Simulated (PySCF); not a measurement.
UHF on La⁺ (lanthanum, charge +1)

Configuration: [Xe] 5d2, high-spin 3F determinant. Calculation: PySCF 2.14, in def2-SVP with the def2 core potential (46 electrons) (6s3p2d1f, 32 functions); scalar relativity through the core potential.

```
Total energy             : -30.915035 hartree
One-electron energy      : -49.9576 hartree
Hartree (Coulomb) energy : 22.8237 hartree
Exchange energy          : -3.7812 hartree
⟨S²⟩                     : 2.0068
⟨L²⟩                     : 12.070
Sum of ⟨r⟩               : 20.20 bohr
Sum of ⟨r²⟩              : 48.31 bohr²
Time after the integrals : 0.08 s of wall time on 1 thread of Neoverse-V2 (shared host)
```

```tsv
shell	electrons	mean orbital energy (hartree)	rms radius, mean of both spins (bohr)
5s α	1	-1.98927	1.69
5s β	1	-1.94495	1.69
5p α	3	-1.22727	1.95
5p β	3	-1.15357	1.95
5d α	2	-0.39788	3.14
```

Energies and moments cover only the electrons outside the core potential. Spin-orbit coupling, absent here, splits the open shell strongly.
